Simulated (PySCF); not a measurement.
C₆H₇O (doublet state).
Geometry (GFN2-xTB, Å), atoms numbered from 1 in this order:
```xyz
14
C6H7O angstrom
C     -2.975    0.130    0.731
C     -1.888    0.072   -0.080
C     -0.571    0.028    0.380
C      0.549   -0.033   -0.535
O      0.404   -0.048   -1.755
C      1.885   -0.076    0.103
C      2.999   -0.132   -0.616
H     -2.870    0.147    1.803
H     -3.975    0.162    0.336
H     -2.015    0.058   -1.155
H     -0.377    0.038    1.443
H      1.910   -0.060    1.184
H      2.945   -0.147   -1.692
H      3.978   -0.164   -0.169
```

The hyperfine couplings belong to this conformer and change with its torsions.

Identity: `C=C[CH]C(=O)C=C` [radical].

Method: PySCF 2.14.0, UKS B3LYP, pcH-1 on C H O, non-relativistic, mean-field spin-orbit, GIAO. Geometry: GFN2-xTB, one conformer, isolated molecule. Couplings are sensitive to structure, and on GFN2-xTB geometries they can be far from those on DFT ones. The SCF solution wasn't tested for stability. ⟨S²⟩ is 0.778 where a pure state has 0.75.

(1) Predict the first-order ENDOR lines of H11, H9, H8, H10, H14 and H13 under fast tumbling at B = 1211.3 mT (Q band).

(2) Which pairs are centred on the nuclear Larmor frequency, and which on half the coupling?

(3) At what field would the lower line of H9 fall to zero frequency?

## Answers

(1) ν± = |νn ± a/2|, one line for each electron-spin manifold; νn = |g_N| × 7.62259 MHz/T × B.

```tsv
nuclei	isotope	g_N	νn (MHz)	a_iso (MHz)	lower line (MHz)	upper line (MHz)
H11	1H	5.5857	51.57	-35.84	33.65	69.50
H9	1H	5.5857	51.57	-34.23	34.46	68.69
H8	1H	5.5857	51.57	-32.39	35.38	67.77
H10	1H	5.5857	51.57	10.63	46.26	56.89
H14	1H	5.5857	51.57	-1.08	51.03	52.12
H13	1H	5.5857	51.57	-1.07	51.04	52.11
```

(2) Centred on νn, since |a| < 2νn: H11, H9, H8, H10, H14 and H13. No pair has |a| > 2νn.

(3) Where νn = |a|/2, that is B = 17.12 MHz/(5.5857 × 7.62259 MHz/T) = 402 mT, as far as first order holds there.

The largest Mulliken spin populations are on C3 (+0.59), C1 (+0.55), C2 (-0.22) and O5 (+0.21). Three atoms exceed +0.15. The angles at C3 add up to 360.0°, so it is planar.
